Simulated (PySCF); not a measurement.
A structure optimised at PBE0-D3(BJ)/def2-SVP, used in a PySCF frequency run:

```
N
H 1 1.0128
N 1 1.3349 2 120.29
C 3 1.3197 1 102.17 2 180.00
C 1 1.3475 2 129.14 3 180.00
N 5 1.3139 1 109.53 2 180.00
H 4 1.0895 3 121.68 1 180.00
H 5 1.0898 6 126.99 4 180.00
```
Charge 0, spin multiplicity 1.

Write its SMILES, formula and point group.

c1nc[nH]n1, C₂H₃N₃, Cs

What are its rotational constants (standard atomic weights)?

10.374, 9.9508, 5.0791 GHz
